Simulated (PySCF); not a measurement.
This PySCF input asks for the NMR shieldings of `InChI=1S/C3H16NPSi3/c4-8(5,3-7)2-1-6/h1-5H2,6-7H3/t8-/m0/s1`; the geometry comes from GFN2-xTB.

```python
import basis_set_exchange as bse
import numpy as np
from pyscf import gto, dft
from pyscf.prop import nmr

atoms = """
N    -0.754222   -0.896218    1.684026
Si   -0.578147   -0.877649   -0.037437
P     0.040546   -3.000468   -0.495139
C    -2.174147   -0.526036   -1.036111
Si   -3.220610    0.911549   -0.385484
C     0.722274    0.476775   -0.409578
C     2.049656    0.230219    0.303556
Si    3.307532    1.626105    0.023909
H    -1.158312   -1.709938    2.119235
H    -1.077942   -0.061593    2.145855
H     1.382405   -2.809251   -0.235707
H     0.211244   -2.779143   -1.849867
H    -1.916689   -0.336278   -2.077665
H    -2.780748   -1.432111   -1.037595
H    -3.652046    0.629196    0.987312
H    -2.433338    2.146843   -0.387089
H    -4.405208    1.088257   -1.229026
H     0.319141    1.442211   -0.101048
H     0.895489    0.545486   -1.484814
H     1.859052    0.104303    1.370529
H     2.467946   -0.718266   -0.042235
H     2.750438    2.886745    0.522106
H     4.549590    1.321021    0.736071
H     3.584361    1.758003   -1.409318
"""
names = dict.fromkeys(["N", "Si", "P", "C", "H"], "pcSseg-1")
basis = {el: gto.basis.parse(bse.get_basis(n, elements=[el], fmt="nwchem")) for el, n in names.items()}
mol = gto.M(atom=atoms, basis=basis, charge=0, verbose=0)
mf = dft.RKS(mol, xc="PBE0")
mf.grids.level = 2
mf.grids.alignment = dft.numint.BLKSIZE   # the property module wants whole blocks of grid points
mf.conv_tol = 1e-9
mf.kernel()

calc = nmr.RKS(mf)   # GIAO
C = mf.mo_coeff
Co = C[:, mf.mo_occ > 0]
resp = mf.gen_response(singlet=True, hermi=2)
def vind(x):   # induced exchange potential for any number of trial vectors
    d = np.einsum("pi,xij,qj->xpq", C, 2 * x.reshape(-1, C.shape[1], Co.shape[1]), Co, optimize=True)
    return np.einsum("xpq,pi,qj->xij", resp(d - d.transpose(0, 2, 1)), C, Co, optimize=True).ravel()
mo1, _ = nmr.rhf.solve_mo1(calc, with_cphf=vind)
sigma = calc.kernel(mo1)
for i, s in enumerate(sigma):   # ppm
    print("%2d %-2s %9.2f" % (i, mol.atom_pure_symbol(i), np.trace(s) / 3))
```

Question: What does it print?

Answer: 
```
 0 N     246.52
 1 Si    336.70
 2 P     623.54
 3 C     187.29
 4 Si    428.98
 5 C     170.18
 6 C     183.56
 7 Si    416.05
 8 H      31.30
 9 H      31.63
10 H      30.27
11 H      31.18
12 H      32.01
13 H      31.73
14 H      27.80
15 H      27.88
16 H      27.70
17 H      30.81
18 H      31.34
19 H      30.61
20 H      30.93
21 H      27.94
22 H      27.65
23 H      27.95
```

These numbers come from an equivalent density-fitted implementation of the same equations, which agrees with the script to about 0.01 ppm for H and up to a few tenths of a ppm for heavy atoms, so last digits may differ.

Size and cost of the density-fitted run: 244 basis functions, 110 s wall time on 1 thread of an Arm Neoverse N1, shared host; peak memory 1.1 GiB.
